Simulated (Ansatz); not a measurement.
C$_{2}$H$_{3}$O$_{2}$ (SMILES CO[C]=O), doublet, geometry from GFN2-xTB; Ansatz (a quantum-chemistry and plane-wave program) with B3LYP/6-31G**.

The Ansatz input:
Ansatz 0.2 input:
```yaml
crystal:
  periodic: [false, false, false]
  atoms:
    - {symbol: C, position_ang: [-0.93387820, -0.06541199, 0.01318371]}
    - {symbol: O, position_ang: [-0.95258739, -1.26170140, 0.00490787]}
    - {symbol: O, position_ang: [-0.02803634, 0.83430160, 0.00637219]}
    - {symbol: C, position_ang: [1.38446796, 0.45047108, -0.01701847]}
    - {symbol: H, position_ang: [1.94352282, 1.38117052, -0.01853930]}
    - {symbol: H, position_ang: [1.61200272, -0.14253780, 0.86761719]}
    - {symbol: H, position_ang: [1.58592576, -0.12978890, -0.91630983]}
basis:
  gaussian:
    orbitals: 6-31G__.json
    final_grid: {core_spheres: 14, valence_spheres: 28, degree: 59}
hamiltonian:
  xc: b3lyp
magnetization: {spin_polarized: true, initial_magnetization: 1}
```
The basis file holds 6-31G** in the JSON format of the Basis Set Exchange.

Task: Predict the main parts of the log of this Ansatz run.

Result: 
```
Functional definition: B3LYP
762 factors; their error is unknown
mean field evaluation 1: about -6210.8893 eV, gradient 3.4e1 eV
mean field evaluation 2: about -6202.2295 eV, gradient 6.0e1 eV
mean field evaluation 4: about -6215.0006 eV, gradient 4.0e0 eV
mean field evaluation 8: about -6215.0347 eV, gradient 1.7e-1 eV
mean field evaluation 16: about -6215.0348 eV, gradient 4.1e-5 eV
mean field -6215.03480345 eV, -228.3983163249 hartree, gradient 8.5e-6 eV, S^2 0.752737; 0 other end points of the search recorded, 0 dependent functions left out
reference -6215.03496620 eV, -228.3983223057 hartree; 16, 15 occupied and 59, 60 virtual orbitals, 762 factors
Total energy: -6215.03496620 eV, -228.3983223057 hartree
```
